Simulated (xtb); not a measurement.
CrO2Cl2, SMILES [Cl][Cr](=[O])([Cl])=[O], multiplicity 1. All values are semi-empirical tight-binding results from xtb (GFN2-xTB unless named), good for trends rather than for accurate numbers. Coordinates come from a GFN2-xTB optimisation. The multiplicity is an assumed one; other spin states were not compared. The isomer is the one that the SMILES or the coordinates give; other isomers of the formula were not compared.

Optimised geometry:

Bonded distances (Å): Cr1–O2 1.551, Cr1–O3 1.551, Cr1–Cl4 2.034, Cr1–Cl5 2.034. Angles (°): O2–Cr1–O3 117.6, O2–Cr1–Cl4 108.0, O2–Cr1–Cl5 108.0, O3–Cr1–Cl4 108.0, O3–Cr1–Cl5 108.0, Cl4–Cr1–Cl5 106.6.
Charge 0, spin multiplicity 1.

For metal compounds this method's bond lengths and energies can be far off.

```yaml
point_group_as_xtb_finds_it: C2v
orbital_gap: 2.65 eV
zero_point_energy: 5.6 kcal/mol
G − E(el) at 298.15 K (modified RRHO): -13.5 kcal/mol
```

Computed atomic charges and the Wiberg bond orders between heavy atoms:
charges (e) Cr1 0.71, O2 -0.36, O3 -0.36, Cl4 0.01, Cl5 0.01. Bond orders Cr1–O2 2.13, Cr1–O3 2.13, Cr1–Cl4 1.38, Cr1–Cl5 1.38.
